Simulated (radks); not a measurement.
The numbers below are computed, except where a source is named.
Task: These are the eigenvalues of the occupied orbitals of an atom or ion with whole-number occupations (hartree). Level of theory: scalar-relativistic Kohn-Sham, LDA (Slater exchange, Perdew-Wang correlation), spin-unpolarised, spherical densities, point nucleus (a radial shooting solver on a logarithmic mesh with Libxc functionals).

1s: -1652.991
2s: -268.7943
2p: -240.1503
3s: -58.59529
3p: -49.60097
3d: -37.24413
4s: -11.63255
4p: -8.67898
4d: -4.50695
5s: -1.54317
5p: -0.83627
6s: -0.13518
4f: -0.08623

Which element is it, and in what charge state? The configuration may be excited.

Result: Z = 61, promethium, charge 0: Pm in [Xe] 4f5 6s2. The list shows which subshells hold electrons but not how many an open one holds; the 1s level, -1653 hartree, gives Z - s = 57.5 by -(Z - s)^2/2, which with screening and relativity narrows Z to a few neighbours, and the depths of the outer levels then fix element, charge and occupations together.
